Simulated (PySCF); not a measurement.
Si(Cl)2(F)(OSiH3) (Cl₂FH₃OSi₂), SMILES Cl[Si](F)(O[SiH3])Cl.

Coordinates come from a PBE-D3(BJ)/def2-SVP optimisation. This is a generated structure with no PubChem entry under its InChIKey; it may be hypothetical. The values are those of a single conformer.

Two levels are set side by side: TDDFT-PBE/def2-SVPD (PySCF) and TDDFT-PBE0/def2-SVPD (PySCF). Vertical, same geometry. The lowest singlet is HOMO→LUMO 99 % with PBE and HOMO→LUMO 93 % with the other functional; states are paired by order. Differences are taken from unrounded values.

| quantity | TDDFT-PBE0 | TDDFT-PBE | TDDFT-PBE minus TDDFT-PBE0 |
|---|---|---|---|
| lowest singlet excitation (eV) | 7.45 | 6.52 | -0.92 |
| lowest triplet excitation (TDA) (eV) | 7.04 | 6.29 | -0.75 |

A lower first singlet is the usual sign of a functional without exact exchange. Differences between two approximate levels are no errors against the true value.

Rough cost on one machine, each run with all the roots and properties that it gave: TDDFT-PBE0 against TDDFT-PBE about 4 times.
